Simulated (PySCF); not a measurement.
Ga(Me)(NH2)2 (CH7GaN2), SMILES [CH3][Ga]([NH2])[NH2]. Geometry optimised at PBE-D3(BJ)/def2-SVP. The structure was generated by enumeration; whether it is a known compound was not checked. The values are those of a single conformer.

Computed equilibrium geometry at PBE-D3(BJ)/def2-SVP (PySCF confirms it by a frequency run) as bond lengths and angles (one conformer of several):
Atoms: Ga1 C2 H3 H4 H5 N6 H7 H8 N9 H10 H11. Bond lengths (Å): Ga1–C2 1.970, Ga1–N6 1.837, Ga1–N9 1.837, C2–H3 1.109, C2–H4 1.108, C2–H5 1.108, N6–H7 1.021, N6–H8 1.022, N9–H10 1.022, N9–H11 1.021. Angles (°): C2–Ga1–N6 122.2, C2–Ga1–N9 122.3, N6–Ga1–N9 115.5, Ga1–C2–H3 110.2, Ga1–C2–H4 110.9, Ga1–C2–H5 111.2, H3–C2–H4 108.0, H3–C2–H5 107.9, H4–C2–H5 108.5, Ga1–N6–H7 121.6, Ga1–N6–H8 122.6, H7–N6–H8 110.6, Ga1–N9–H10 122.6, Ga1–N9–H11 121.6, H10–N9–H11 110.6.
Charge 0, spin multiplicity 1.
